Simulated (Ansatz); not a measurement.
Species: trichloro(hydroxy)silane, sum formula HSiOCl₃, charge 0, multiplicity 1. 
Geometry from a B3LYP-D3(BJ)/def2-TZVP (Ansatz, an electronic-structure program) optimisation:
SMILES: Cl[Si](O)(Cl)Cl
```xyz
6

Si     0.2280    -0.0390     0.1385
Cl     0.3609     1.6070    -1.0631
Cl    -0.2065    -1.6452    -1.0459
Cl    -1.2385     0.2241     1.5130
O      1.6023    -0.2744     0.9646
H      2.4188    -0.4195     0.4774
```

Computed values are from Ansatz. Valence correlation only, unless marked. Open shells are spin-unrestricted. Spin-orbit coupling is left out. No relativistic terms. CBS marks a two-point X^-3 extrapolation of the correlation energy; Hartree-Fock from the larger set.

Q: What is the atomisation energy De at CCSD(T)/CBS(cc-pV(T+d)Z,cc-pV(Q+d)Z)?

A: 519.2 kcal/mol.

Q: What is the T1 diagnostic at CCSD/cc-pV(Q+d)Z?

A: 0.009.

Q: What is the dipole moment at CCSD(T)/aug-cc-pV(D+d)Z?

A: 1.59 D.

Q: What is the total energy at CCSD(T)/CBS(cc-pV(T+d)Z,cc-pV(Q+d)Z)?

A: -1744.3922 Eh.
